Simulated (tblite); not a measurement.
C₆H₄FO (doublet state).
SMILES with atom numbers: `[O:1][c:2]1[cH:3][cH:4][cH:5][c:6]([F:7])[cH:8]1` (hydrogens: H9 on C3; H10 on C4; H11 on C5; H12 on C8)
Bond orders are those of one Lewis drawing.

Computed with GFN2-xTB (tblite), gas phase: L-BFGS steps from a force-field or distance-geometry start until the largest atomic force falls under 0.01 eV/Å.

Step 5: E = -642.4402 eV
```
atom  x, y, z in Å  |  force x, y, z in eV/Å
O1     -1.7015   -2.0573    0.1272    0.011  -0.013   0.017
C2     -0.9103   -1.1112    0.0706   -0.057  -0.133  -0.045
C3      0.5294   -1.3115    0.0654    0.030   0.013   0.048
C4      1.3935   -0.2532    0.0022    0.035   0.029  -0.035
C5      0.9198    1.0625   -0.0726    0.012  -0.107   0.037
C6     -0.4650    1.2804   -0.0702    0.131   0.026  -0.031
F7     -0.9134    2.5478   -0.1416    0.085   0.011   0.005
C8     -1.3675    0.2613   -0.0053    0.036   0.047   0.027
H9      0.8705   -2.3362    0.1245    0.034   0.103  -0.015
H10     2.4631   -0.4244    0.0023   -0.099   0.029   0.001
H11     1.6104    1.8933   -0.1244   -0.149  -0.033  -0.001
H12    -2.4278    0.4478   -0.0040   -0.069   0.028  -0.006
```

Step 6: E = -642.4423 eV
```
atom  x, y, z in Å  |  force x, y, z in eV/Å
O1     -1.7031   -2.0614    0.1275    0.014  -0.009   0.016
C2     -0.9128   -1.1159    0.0709   -0.007   0.006  -0.051
C3      0.5297   -1.3117    0.0658   -0.049   0.003   0.046
C4      1.3922   -0.2524    0.0029    0.032  -0.007  -0.042
C5      0.9209    1.0618   -0.0732   -0.023  -0.068   0.043
C6     -0.4629    1.2792   -0.0705    0.051  -0.020  -0.025
F7     -0.9036    2.5487   -0.1414    0.035   0.024   0.002
C8     -1.3690    0.2613   -0.0053    0.053   0.013   0.026
H9      0.8747   -2.3347    0.1241    0.031   0.086  -0.012
H10     2.4594   -0.4222    0.0019   -0.013   0.003   0.006
H11     1.6065    1.8965   -0.1244   -0.122  -0.046  -0.003
H12    -2.4308    0.4502   -0.0043   -0.001   0.016  -0.005
```

Step 7: E = -642.4433 eV
```
atom  x, y, z in Å  |  force x, y, z in eV/Å
O1     -1.7037   -2.0634    0.1280    0.028   0.018   0.007
C2     -0.9137   -1.1176    0.0701   -0.009   0.043  -0.029
C3      0.5292   -1.3116    0.0669   -0.049   0.027   0.026
C4      1.3922   -0.2526    0.0024   -0.011  -0.027  -0.029
C5      0.9212    1.0606   -0.0726   -0.035  -0.056   0.032
C6     -0.4613    1.2783   -0.0711   -0.008  -0.012  -0.013
F7     -0.8990    2.5494   -0.1412    0.024   0.012   0.001
C8     -1.3689    0.2617   -0.0048    0.017  -0.022   0.014
H9      0.8769   -2.3325    0.1237    0.032   0.042  -0.006
H10     2.4577   -0.4212    0.0018    0.045  -0.015   0.005
H11     1.6025    1.8968   -0.1245   -0.075  -0.020  -0.004
H12    -2.4319    0.4514   -0.0045    0.040   0.011  -0.004
```

Step 8: E = -642.4439 eV
```
atom  x, y, z in Å  |  force x, y, z in eV/Å
O1     -1.7035   -2.0642    0.1284    0.013   0.014   0.000
C2     -0.9144   -1.1180    0.0690    0.005   0.058  -0.001
C3      0.5282   -1.3110    0.0680   -0.032   0.008   0.003
C4      1.3919   -0.2533    0.0015    0.006  -0.033  -0.010
C5      0.9208    1.0585   -0.0716   -0.030  -0.007   0.011
C6     -0.4605    1.2778   -0.0717   -0.048  -0.014   0.002
F7     -0.8957    2.5499   -0.1411    0.018   0.001   0.000
C8     -1.3687    0.2617   -0.0042   -0.011  -0.019  -0.003
H9      0.8789   -2.3301    0.1233    0.024   0.011  -0.001
H10     2.4575   -0.4210    0.0019    0.048  -0.024   0.003
H11     1.5985    1.8965   -0.1246   -0.038  -0.005  -0.003
H12    -2.4316    0.4523   -0.0047    0.045   0.009  -0.002
```

Q: Estimate the geometry and energy of step 9. (The exact step hangs on the optimiser's Hessian estimate; all steps are aligned on step 8, rigid shifts and turns removed.)

A: E = -642.4442 eV, largest force 0.045 eV/Å
```
atom  x, y, z in Å  |  force x, y, z in eV/Å
O1     -1.7031   -2.0643    0.1286    0.005   0.017  -0.005
C2     -0.9148   -1.1174    0.0684    0.004   0.027   0.017
C3      0.5271   -1.3106    0.0687    0.008   0.009  -0.012
C4      1.3922   -0.2541    0.0008   -0.002  -0.013   0.003
C5      0.9200    1.0573   -0.0709   -0.017  -0.007  -0.002
C6     -0.4608    1.2773   -0.0721   -0.037  -0.004   0.010
F7     -0.8938    2.5502   -0.1410    0.010  -0.003   0.000
C8     -1.3686    0.2616   -0.0040   -0.023  -0.008  -0.012
H9      0.8802   -2.3285    0.1231    0.013  -0.010   0.003
H10     2.4581   -0.4213    0.0020    0.037  -0.025   0.001
H11     1.5955    1.8962   -0.1247   -0.015   0.008  -0.001
H12    -2.4307    0.4530   -0.0048    0.018   0.009  -0.001
```

The energy changes by -0.0003 eV. The first-order estimate −F·Δx gives -0.0005 eV and the mean of the old and new forces, exact on a quadratic surface, -0.0003 eV. The step makes an angle of 48° with the force vector and moves no atom by more than 0.003 Å.

What follows is the cost of the whole relaxation. The run took under 0.1 s wall on an Arm Neoverse V2 with one thread, shared host.
